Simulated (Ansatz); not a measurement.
Consider the redistribution: `N[SiH](F)P` + `N[SiH](O)[SiH2][SiH3]` → `F[SiH]([SiH3])P` + `N[SiH2][SiH](N)O`.

Isolated molecules relaxed with PBE0-D4/def2-TZVP in Ansatz; ΔE leaves out vibrations. CBS: MP2 limit from def2 TZ/QZ plus the TZ coupled-cluster correction, frozen cores. DFT in def2-TZVPP. B3LYP here is the variant with VWN-RPA as its local correlation; programs differ in this. One conformer a species, not always the lowest.

```tsv
level	ΔE (kJ/mol)
B3LYP-D4	48.8
CCSD/def2-TZVPP	52.6
CCSD(T)/def2-TZVPP	52.3
SCS-MP2/def2-QZVPP	50.8
```

Question: What does CCSD(T)/CBS give? (Estimate.)

Answer: Computed: +51.5 kJ/mol. The listed levels differ from it by -2.7, 1.1, 0.8, -0.7 kJ/mol.

Largest T1 diagnostic among the species: 0.014.
